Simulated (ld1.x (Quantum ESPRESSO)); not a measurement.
Si: one change to an ultrasoft potential, before and after

Si (Z = 14), ultrasoft, made with ld1.x (Quantum ESPRESSO) 7.5 (PBE, scalar-relativistic). Core [Ne], reference 3s2 3p1 (charge +1). Waves: 3s (bound): rcut 1.35, rcutus 1.85 bohr; 3s channel at -0.6 Ry: rcut 1.35, rcutus 1.85 bohr; 3p (bound): rcut 1.80, rcutus 2.10 bohr; 3p channel at -0.45 Ry: rcut 1.80, rcutus 2.10 bohr. Local part: all-electron potential smoothed inside 2.00 bohr (lloc = -1). Core correction: Bessel-smoothed model core inside 1.30 bohr. Augmentation charge: built from norm-conserving waves at rcut, not smoothed further.

All-electron outer shells of the reference configuration (PBE, scalar-relativistic, ld1.x):

```tsv
shell	level (eV)	outermost node (bohr)	outermost maximum (bohr)
3s	-19.03	0.72	1.75
3p	-11.66	0.71	2.04
```

Change: core correction Bessel-smoothed model core inside 2.28 bohr.

Cutoffs: the cutoffs (Ry, on a coarse ladder) from which the occupation-weighted sum of valence levels, in a spherical-Bessel basis at the reference potential, stays within 10 and 1 mRy of its value at 400 Ry; they do not see the model core or the augmentation charge, which bear on the density cutoff. Errors are all-electron minus pseudo energies relative to the spin-unpolarised reference configuration.

Q: How do hardness, ghosts and transferability respond?

A: The potential gets neither clearly harder nor softer (8 Ry and 15 Ry → 8 Ry and 15 Ry); of the 7 tests that both files solve, the error grows in 0 and shrinks in 6 by more than 15 % and 0.3 meV (median size 2.0 → 1.3 meV); neither file shows a bound ghost. A wider model core is smoother and lowers the density cutoff, which this test does not measure.

| quantity | base | changed |
| --- | --- | --- |
| cutoff, loose | 8 Ry | 8 Ry |
| cutoff, tight | 15 Ry | 15 Ry |
| bound ghosts | none | none |
| error for 3s2 3p2, meV [ΔE -7.74 eV] | +1.5 | -0.8 |
| error for 3s2 3p0, meV [ΔE 15.99 eV] | +4.5 | -1.9 |
| error for 3s1 3p0, meV [ΔE 49.96 eV] | +31 | +29 |
| error for 3s2 3p1.5, meV [ΔE -4.82 eV] | +0.7 | -0.1 |
| error for 3s1 3p3, meV [ΔE -0.93 eV] | -2.0 | +0.1 |
| error for 3s0 3p4, meV [ΔE 6.04 eV] | -9.6 | +8.0 |
| error for 3s2 3p2.3, meV [ΔE -8.67 eV] | +1.8 | -1.3 |
| s: phases at 2.29 bohr within 0.05 rad from the reference energy up to (Ry; the scan ends near 5) | 3.9 | 3.9 |
| p: phases at 2.29 bohr within 0.05 rad from the reference energy up to (Ry; the scan ends near 5) | 4.2 | 4.2 |
| lowest overlap eigenvalue by channel | s 0.41, p 0.78 | s 0.41, p 0.78 |
